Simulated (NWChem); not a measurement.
System: GeH2BrF; SMILES [F][GeH2][Br]

All runs: NWChem. Coordinates come from a B3LYP/6-31G* (spherical d) optimisation.

For level TPSS/pcseg-2:

```yaml
highest occupied level (eV): -7.49
orbital gap (eV): 5.72
```

Q: How do the values read with level TPSS/def2-SVP instead?

A: The highest occupied level (eV) comes out as -7.33 and the orbital gap (eV) comes out as 5.86.
